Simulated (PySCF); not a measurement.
This PySCF input asks for the NMR shieldings of SMILES BN(CC=C)B(C)C#C, C6H11B2N; the geometry comes from GFN2-xTB.

```python
import basis_set_exchange as bse
import numpy as np
from pyscf import gto, dft
from pyscf.prop import nmr

atoms = """
B    -0.661125   -2.171850    0.160315
N    -0.254008   -0.836316    0.339299
C    -1.265695    0.159773    0.696696
C    -1.789679    0.862297   -0.522342
C    -1.944622    2.168382   -0.627492
B     1.089843   -0.393509    0.131450
C     1.513453    1.127673    0.302056
C     2.172904   -1.383195   -0.250029
C     3.096524   -2.094054   -0.553151
H    -1.783571   -2.462897    0.342573
H     0.121342   -2.976605   -0.161466
H    -0.852692    0.888324    1.398504
H    -2.102089   -0.350546    1.186959
H    -2.044405    0.205557   -1.344075
H    -2.337196    2.626528   -1.519330
H    -1.693174    2.837123    0.179970
H     1.394906    1.456493    1.334952
H     2.552013    1.299158    0.029224
H     0.896622    1.785527   -0.308062
H     3.885501   -2.737185   -0.819088
"""
names = dict.fromkeys(["B", "N", "C", "H"], "pcSseg-1")
basis = {el: gto.basis.parse(bse.get_basis(n, elements=[el], fmt="nwchem")) for el, n in names.items()}
mol = gto.M(atom=atoms, basis=basis, charge=0, verbose=0)
mf = dft.RKS(mol, xc="PBE0")
mf.grids.level = 2
mf.grids.alignment = dft.numint.BLKSIZE   # the property module wants whole blocks of grid points
mf.conv_tol = 1e-9
mf.kernel()

calc = nmr.RKS(mf)   # GIAO
C = mf.mo_coeff
Co = C[:, mf.mo_occ > 0]
resp = mf.gen_response(singlet=True, hermi=2)
def vind(x):   # induced exchange potential for any number of trial vectors
    d = np.einsum("pi,xij,qj->xpq", C, 2 * x.reshape(-1, C.shape[1], Co.shape[1]), Co, optimize=True)
    return np.einsum("xpq,pi,qj->xij", resp(d - d.transpose(0, 2, 1)), C, Co, optimize=True).ravel()
mo1, _ = nmr.rhf.solve_mo1(calc, with_cphf=vind)
sigma = calc.kernel(mo1)
for i, s in enumerate(sigma):   # ppm
    print("%2d %-2s %9.2f" % (i, mol.atom_pure_symbol(i), np.trace(s) / 3))
```

**Question.** What does it print?

**Answer.** 
```
 0 B      48.19
 1 N      59.80
 2 C     123.74
 3 C      36.96
 4 C      63.92
 5 B      54.10
 6 C     177.48
 7 C      90.22
 8 C      74.44
 9 H      26.20
10 H      25.67
11 H      27.59
12 H      27.28
13 H      25.75
14 H      26.27
15 H      26.26
16 H      31.15
17 H      30.58
18 H      30.65
19 H      28.58
```

These numbers come from an equivalent density-fitted implementation of the same equations, which agrees with the script to about 0.01 ppm for H and up to a few tenths of a ppm for heavy atoms, so last digits may differ.

Size and cost of the density-fitted run: 208 basis functions, 2.2 min wall time on 1 thread of an Intel Xeon, shared host; peak memory 0.92 GiB.
